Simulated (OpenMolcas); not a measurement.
# InPH4O (SMILES O[PH][InH2]): the vertical ionisation energy from total energies

The species is InPH4O (7 atoms), meant as a singlet with charge 0. As SMILES, `O[PH][InH2]`. Geometry: relaxed at PBE0-D4/def2-TZVP. This is one conformer, not always the lowest.

Both states at this one shape; open shells run unrestricted unless said. 1 Eh = 27.2114 eV.

| level | program | singlet InPH4O (Eh) | doublet InPH4O+ (Eh) | HOMO of the first (eV) |
| --- | --- | --- | --- | --- |
| BLYP/def2-SVPD (core potential) | OpenMolcas | -608.867007 | -608.561084 | -5.43 |
| PBE/def2-SVPD (core potential) | OpenMolcas | -608.692514 | -608.382173 | -5.56 |
| M06-2X/def2-SVPD (core potential) | OpenMolcas | -608.808656 | -608.492375 | -7.49 |

**Question.** Work out the vertical ionisation energy at each level.

**Answer.** 
1. BLYP/def2-SVPD (core potential): -608.561084 − (-608.867007) = 0.305923 Eh = 8.32 eV; −ε(HOMO) = 5.43 eV.
2. PBE/def2-SVPD (core potential): -608.382173 − (-608.692514) = 0.310341 Eh = 8.44 eV; −ε(HOMO) = 5.56 eV.
3. M06-2X/def2-SVPD (core potential): -608.492375 − (-608.808656) = 0.316281 Eh = 8.61 eV; −ε(HOMO) = 7.49 eV.

No measured value is set beside it here; the levels span 8.32 to 8.61 eV. In semi-local functionals −ε(HOMO) lies far under the ionisation energy, a result of self-interaction, while the difference of totals does much better. Spin-orbit coupling, which splits open shells on such heavy atoms by tenths of an eV, is left out.
